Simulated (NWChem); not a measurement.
System: tert-butanol (C₄H₁₀O); SMILES CC(O)(C)C

The following NWChem deck was run.

```
start job
memory heap 200 mb stack 900 mb global 1100 mb
geometry units angstroms noautosym nocenter noautoz
  C      0.424447    -0.739285    -1.257689
  C     -0.015932     0.009363     0.000000
  C      0.424447    -0.739285     1.257689
  C      0.530143     1.430469     0.000000
  O     -1.428590     0.152221     0.000000
  H      1.520584    -0.818902    -1.322816
  H      0.056606    -0.219218    -2.154749
  H      0.015489    -1.763702    -1.264900
  H      0.056606    -0.219218     2.154749
  H      1.520584    -0.818902     1.322816
  H      0.015489    -1.763702     1.264900
  H      1.630014     1.434307     0.000000
  H      0.174734     1.970884    -0.889801
  H      0.174734     1.970884     0.889801
  H     -1.811353    -0.732065     0.000000
end
basis spherical
  C library def2-svp
  O library def2-svp
  H library def2-svp
end
dft
  xc pbe0
  iterations 150
end
cosmo
  do_cosmo_smd true
  solvent anisole
end
task dft energy
```

Output (shortened):

```
             Northwest Computational Chemistry Package (NWChem) 7.3.0
             --------------------------------------------------------

                             Geometry "geometry" -> ""
                             -------------------------

 Output coordinates in angstroms (scale by  1.889725989 to convert to a.u.)

  No.       Tag          Charge          X              Y              Z
 ---- ---------------- ---------- -------------- -------------- --------------
    1 C                    6.0000     0.42444700    -0.73928500    -1.25768900
    2 C                    6.0000    -0.01593200     0.00936300     0.00000000
    3 C                    6.0000     0.42444700    -0.73928500     1.25768900
    4 C                    6.0000     0.53014300     1.43046900     0.00000000
    5 O                    8.0000    -1.42859000     0.15222100     0.00000000
    6 H                    1.0000     1.52058400    -0.81890200    -1.32281600
    7 H                    1.0000     0.05660600    -0.21921800    -2.15474900
    8 H                    1.0000     0.01548900    -1.76370200    -1.26490000
    9 H                    1.0000     0.05660600    -0.21921800     2.15474900
   10 H                    1.0000     1.52058400    -0.81890200     1.32281600
   11 H                    1.0000     0.01548900    -1.76370200     1.26490000
   12 H                    1.0000     1.63001400     1.43430700     0.00000000
   13 H                    1.0000     0.17473400     1.97088400    -0.88980100
   14 H                    1.0000     0.17473400     1.97088400     0.88980100
   15 H                    1.0000    -1.81135300    -0.73206500     0.00000000

 Effective nuclear repulsion energy (a.u.)     199.7215891321

                                 NWChem DFT Module
                                 -----------------

 Summary of "ao basis" -> "ao basis" (spherical)
 ------------------------------------------------------------------------------
       Tag                 Description            Shells   Functions and Types
 ---------------- ------------------------------  ------  ---------------------
 C                          def2-svp                 6       14   3s2p1d
 O                          def2-svp                 6       14   3s2p1d
 H                          def2-svp                 3        5   2s1p

 in cosmo_initialize ...
 calling solv_data for solv:anisole

[...]

                                COSMO-SMD solvation results
                                ---------------------------

             internal energy in gas <Psi(g)|H|Psi(g)> =      -233.227113997844
         internal energy in solvent <Psi(s)|H|Psi(s)> =      -233.226852225441
                               delta internal energy  =         0.000261772402 (    0.16 kcal/mol)
   total free energy in solvent <Psi(s)|H+V/2|Psi(s)> =      -233.230816221624
 polarization energy contribution <Psi(s)|V/2|Psi(s)> =        -0.003963996183 (   -2.49 kcal/mol)
    total free energy in solvent including G(SMD-CDS) =      -233.233268302327
                       G(SMD-CDS) energy contribution =        -0.002452080703 (   -1.54 kcal/mol)
     1 M fixed-concentration free energy of solvation =        -0.006154304484 (   -3.86 kcal/mol)

                       DFT Final Molecular Orbital Analysis
                       ------------------------------------

 Vector   19  Occ=2.000000D+00  E=-3.545606D-01
              MO Center=  1.3D-01,  8.6D-02,  3.2D-09, r^2= 3.6D+00
   Bfn.  Coefficient  Atom+Function         Bfn.  Coefficient  Atom+Function
  ----- ------------  ---------------      ----- ------------  ---------------
    20     -0.242885   2 C  pz                6      0.238752   1 C  pz
    34      0.238752   3 C  pz               62     -0.221655   5 O  pz
    48      0.203747   4 C  pz               76     -0.191725   7 H  s
    86      0.191725   9 H  s               106     -0.164949  13 H  s
   111      0.164949  14 H  s                65     -0.154927   5 O  pz

 Vector   20  Occ=2.000000D+00  E=-3.250676D-01
              MO Center= -2.7D-01,  1.1D-01, -4.6D-10, r^2= 2.9D+00
   Bfn.  Coefficient  Atom+Function         Bfn.  Coefficient  Atom+Function
  ----- ------------  ---------------      ----- ------------  ---------------
    19      0.328740   2 C  py               61     -0.292090   5 O  py
    47     -0.273799   4 C  py               64     -0.190918   5 O  py
    45      0.180212   4 C  s                59     -0.167365   5 O  s
   116      0.162628  15 H  s                 5     -0.160848   1 C  py
    33     -0.160848   3 C  py               50     -0.159856   4 C  py

 Vector   21  Occ=2.000000D+00  E=-2.768069D-01
              MO Center= -8.5D-01, -4.3D-02,  2.2D-09, r^2= 2.0D+00
   Bfn.  Coefficient  Atom+Function         Bfn.  Coefficient  Atom+Function
  ----- ------------  ---------------      ----- ------------  ---------------
    62      0.545999   5 O  pz               65      0.429745   5 O  pz
    20     -0.212295   2 C  pz                6      0.166014   1 C  pz
    34      0.166014   3 C  pz                3      0.136293   1 C  s
    31     -0.136293   3 C  s                 4     -0.102791   1 C  px
    32      0.102791   3 C  px                2      0.099336   1 C  s

 Vector   22  Occ=0.000000D+00  E= 5.818396D-02
              MO Center=  1.3D-01, -5.3D-01,  1.6D-08, r^2= 7.3D+00
   Bfn.  Coefficient  Atom+Function         Bfn.  Coefficient  Atom+Function
  ----- ------------  ---------------      ----- ------------  ---------------
     3      1.092861   1 C  s                31      1.092861   3 C  s
    45      0.963182   4 C  s               102     -0.602728  12 H  s
    72     -0.596682   6 H  s                92     -0.596682  10 H  s
    82     -0.588065   8 H  s                97     -0.588065  11 H  s
   117     -0.590890  15 H  s                77     -0.445121   7 H  s

[...]
```

Level: PBE0/def2-SVP, SMD on the gas-phase geometry. The geometry was optimised at PBE0/def2-SVP. Solvent: anisole.
